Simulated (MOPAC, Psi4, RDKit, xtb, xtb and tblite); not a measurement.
Two geometries of SMILES C(OC)CO[SiH3] (C3H10O2Si), singlet, relaxed at GFN2-xTB with one dihedral held; other torsions can differ between them too.

Structure A

```
16

C      2.3390    -0.2855     0.2881
O      1.1045     0.3028     0.6068
C      0.4013     0.7768    -0.5145
C     -0.7936     1.5657     0.0057
O     -0.4325     2.8473     0.3993
Si     0.7685     3.2387     1.4239
H      3.0045     0.4291    -0.2113
H      2.7854    -0.6007     1.2286
H      2.2044    -1.1569    -0.3647
H      0.0632    -0.0657    -1.1378
H      1.0334     1.4361    -1.1255
H     -1.2234     1.0175     0.8515
H     -1.5482     1.6656    -0.7819
H      0.6673     2.5178     2.6911
H      2.1020     3.0189     0.8543
H      0.4718     4.6611     1.5253
```

Structure B

```
16

C      2.2900    -0.3284     0.3622
O      1.0218     0.2189     0.6122
C      0.4216     0.8004    -0.5154
C     -0.8058     1.5610    -0.0269
O     -0.4781     2.5524     0.8818
Si     0.6343     2.5126     2.0668
H      2.9872     0.4332    -0.0074
H      2.6511    -0.7206     1.3103
H      2.2299    -1.1398    -0.3732
H      0.1289     0.0335    -1.2473
H      1.1176     1.5039    -0.9964
H     -1.4900     0.8463     0.4487
H     -1.3133     2.0295    -0.8773
H      0.4593     1.4027     2.9989
H      2.0142     2.5569     1.5713
H      0.2832     3.7998     2.6593
```

Task: Which is lower in energy at the level B3LYP-D3(BJ)/def2-TZVP // GFN2-xTB (Psi4), and by how much?

Result: B is lower, by 1.37 kJ/mol (dihedral O2–C3–C4–O5: 80° in A, 60° in B).

E(B) − E(A) in kJ/mol at the other levels, on the same two geometries: GFN2-xTB (xtb and tblite) -2.41; MMFF94 // GFN2-xTB (RDKit) 32.05; B3LYP/def2-TZVP // GFN2-xTB (Psi4) 0.07; PBE/def2-TZVP // GFN2-xTB (Psi4) -0.75; PBE-D3(BJ)/def2-TZVP // GFN2-xTB (Psi4) -1.53; UFF // GFN2-xTB (RDKit) 41.04; AM1, restricted, heats of formation // GFN2-xTB (MOPAC) -2.92; PM6, restricted, heats of formation // GFN2-xTB (MOPAC) 5.33; GFN1-xTB // GFN2-xTB (xtb) -18.58.
